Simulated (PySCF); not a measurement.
**Spinor energies of Fe (iron, neutral)**

Start: [Ar] 3d6 4s2; 3d3/2 filled at m_j = -3/2, -1/2, +1/2, +3/2; 3d5/2 filled at m_j = +3/2, +5/2. Calculated with PySCF 2.14 in x2c-TZVPPall-2c (6s7p4d2f1g, 70 functions): generalised Hartree-Fock with the X2C-1e Hamiltonian and a Gaussian nucleus; one run each with spin-orbit coupling (SO) switched off, then screened by Boettger's factors.

```
spinor shell  electrons  ε, spin-free (eV)  ε, screened SO (eV)  weight of nominal j (screened SO)  rms radius, screened SO (bohr)
       1s1/2          2            -7175.3              -7175.2                              1.000                          0.0675
       2s1/2          2            -882.70              -882.67                              1.000                           0.288
       2p1/2          2            -748.41              -757.36                              0.988                           0.259
       2p3/2          4            -748.41              -744.00                              0.994                           0.261
       3s1/2          2            -115.68              -115.67                              1.000                           0.870
       3p3/2          4            -75.061              -74.300                              0.830                           0.938
       3p1/2          2            -75.061              -76.581                              0.659                           0.934
       3d3/2          4            -17.351              -16.999                              0.659                            1.24
       3d5/2          2            -17.351              -18.054                              0.895                            1.22
       4s1/2          2             -7.164               -7.163                              1.000                            3.48
```

```json
{"quantity": "E (hartree)", "spin-free": "-1271.32435", "screened SO": "-1271.34605"}
{"quantity": "M_J", "spin-free": "4", "screened SO": "4"}
{"quantity": "⟨J²⟩", "spin-free": "20.024", "screened SO": "20.024"}
{"quantity": "⟨L²⟩", "spin-free": "6.006", "screened SO": "6.013"}
{"quantity": "⟨S²⟩", "spin-free": "6.017", "screened SO": "6.014"}
```

Each row is a mean over spinors that exchange with the open shell spreads, by up to 15.188 eV (3p3/2).

Rows whose weight is well below 1 are mixtures of j = l ± 1/2: exchange outweighs spin-orbit coupling there, and the label is only the starting occupation.

Without spin-orbit coupling the j labels of p, d and f shells carry no meaning; the spin-free column gives the mean over the occupied spinors of each nl shell.
